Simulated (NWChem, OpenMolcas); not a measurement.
**Predicting a hybrid from its neighbours: CH3Cl3Si**

CH3Cl3Si: 8 atoms, total charge 0, spin state singlet. SMILES: `C[Si](Cl)(Cl)Cl`. Geometry: relaxed at PBE0-D4/def2-TZVP.

The dipole moment y, in D, basis cc-pVDZ; a is the functional's share of exact exchange. Programs: NWChem 7.3.0, OpenMolcas 26.06.

```
functional     program     a  y (D)
      TPSS      NWChem     0   2.11
    revPBE      NWChem     0   2.10
     B3LYP  OpenMolcas   0.2   2.13
      PBE0      NWChem  0.25      ?
     BHLYP      NWChem   0.5   2.21
```

**Question.** Fit y = c + s·a to the known rows and predict PBE0.

**Answer.** 
1. Means of the 4 rows: a = 0.1750, y = 2.138.
2. Σ(Δa)² = 0.1675, Σ(Δa·Δy) = 0.03475, so the slope is 0.03475/0.1675 = 0.20746.
3. Intercept: 2.138 − (0.20746) × 0.1750 = 2.102. The largest residual of the fit is 0.013.
4. PBE0: 2.102 + (0.20746) × 0.25 = 2.15 D.

The run gave 2.20 D, so the prediction is off by -0.05 D, more than the scatter of the fit. More exact exchange makes the molecule more polar here. The rows mix families of semi-local functionals, which the line can't see.
